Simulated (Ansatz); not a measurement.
`[OH][SnH]([OH])[Br]`, charge 0, multiplicity 1.

(1) Give a relaxed structure at PBE0-D4/def2-TZVP (Ansatz 0.2.0). (An estimate is asked.)

Results:

(1) The calculation gave: 
Z-matrix (Å, degrees):
```
Sn
O 1 1.942
Br 1 2.474 2 109.9
O 1 1.949 2 107.2 3 -113.8
H 1 1.690 2 107.7 3 123.3
H 2 0.961 1 113.2 3 69.6
H 4 0.961 1 112.4 2 120.2
```
